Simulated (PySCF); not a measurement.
## Two-component Hartree-Fock for Re⁺ (rhenium, charge +1)

Start: [Xe] 4f14 5d6; 5d3/2 filled at m_j = +3/2; 5d5/2 filled at m_j = -3/2, -1/2, +1/2, +3/2, +5/2. Calculated with PySCF 2.14 in x2c-SVPall-2c with one added diffuse shell each of s, d type (8s9p10d2f, 99 functions): generalised Hartree-Fock with the X2C-1e Hamiltonian and a Gaussian nucleus; one run each with spin-orbit coupling (SO) switched off, then screened by Boettger's factors. This is a chosen level, not necessarily the ground level.

| spinor shell | electrons | ε, spin-free (eV) | ε, screened SO (eV) | weight of nominal j (screened SO) | rms radius, screened SO (bohr) |
| --- | --- | --- | --- | --- | --- |
| 1s1/2 | 2 | -72068.6 | -72045.7 | 1.000 | 0.0204 |
| 2s1/2 | 2 | -12643.1 | -12635.9 | 1.000 | 0.0824 |
| 2p1/2 | 2 | -11039.8 | -12070.0 | 1.000 | 0.0700 |
| 2p3/2 | 4 | -11039.8 | -10624.3 | 1.000 | 0.0775 |
| 3s1/2 | 2 | -2994.5 | -2992.0 | 1.000 | 0.210 |
| 3p1/2 | 2 | -2513.6 | -2739.9 | 1.000 | 0.202 |
| 3p3/2 | 4 | -2513.6 | -2420.5 | 1.000 | 0.217 |
| 3d3/2 | 4 | -1961.6 | -2000.9 | 1.000 | 0.192 |
| 3d5/2 | 6 | -1961.6 | -1932.8 | 1.000 | 0.196 |
| 4s1/2 | 2 | -662.17 | -661.28 | 1.000 | 0.468 |
| 4p1/2 | 2 | -501.62 | -554.76 | 1.000 | 0.476 |
| 4p3/2 | 4 | -501.62 | -479.41 | 1.000 | 0.509 |
| 4d3/2 | 4 | -296.02 | -304.00 | 0.999 | 0.531 |
| 4d5/2 | 6 | -296.02 | -289.72 | 1.000 | 0.543 |
| 5s1/2 | 2 | -105.89 | -105.63 | 1.000 | 1.12 |
| 5p1/2 | 2 | -63.024 | -71.815 | 0.952 | 1.28 |
| 4f5/2 | 6 | -65.233 | -66.291 | 0.988 | 0.639 |
| 4f7/2 | 8 | -65.233 | -63.661 | 0.989 | 0.642 |
| 5p3/2 | 4 | -63.024 | -58.869 | 0.972 | 1.31 |
| 5d5/2 | 5 | -16.590 | -17.024 | 0.485 | 2.06 |
| 5d3/2 | 1 | -16.590 | -14.179 | 0.651 | 2.14 |

| quantity | spin-free | screened SO |
| --- | --- | --- |
| E (hartree) | -16678.80571 | -16699.39599 |
| M_J | 4 | 4 |
| ⟨J²⟩ | 20.631 | 20.511 |
| ⟨L²⟩ | 6.625 | 7.039 |
| ⟨S²⟩ | 6.006 | 5.868 |

The determinant has a definite M_J but mixes levels of different J.

Each row is a mean over spinors that exchange with the open shell spreads, by up to 6.718 eV (5p3/2).

Rows whose weight is well below 1 are mixtures of j = l ± 1/2: exchange outweighs spin-orbit coupling there, and the label is only the starting occupation.

Breit and QED terms are absent; they matter most for the inner s and p1/2 levels.

Densities and radii are taken from the X2C orbitals without a picture-change correction, which distorts them close to the nucleus.

Without spin-orbit coupling the j labels of p, d and f shells carry no meaning; the spin-free column gives the mean over the occupied spinors of each nl shell, and its ⟨J²⟩ belongs to a mixture of degenerate components.
